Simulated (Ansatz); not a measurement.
The multiplicity is imposed and other spin states were not computed.

Species: [Rh(NH3)4]2+ (charge 2, multiplicity 2).

Question: Give a relaxed geometry from Ansatz (an electronic-structure program) with PBE-D3(BJ)/def2-SVP.

Answer: the end point of this relaxation.
Cartesian coordinates (Å) in one orientation:
```xyz
17

Rh     0.000     0.000     0.001
N      1.990    -0.697    -0.194
H      2.065    -1.689    -0.478
H      2.543    -0.642     0.679
H      2.536    -0.169    -0.898
N     -1.987     0.706     0.184
H     -2.219     1.079     1.121
H     -2.709    -0.017     0.016
H     -2.207     1.473    -0.477
N      0.628     1.383     1.476
H      0.566     1.003     2.438
H      0.080     2.261     1.492
H      1.607     1.700     1.370
N     -0.630    -1.392    -1.466
H      0.083    -1.596    -2.188
H     -1.458    -1.090    -2.009
H     -0.887    -2.312    -1.066
```
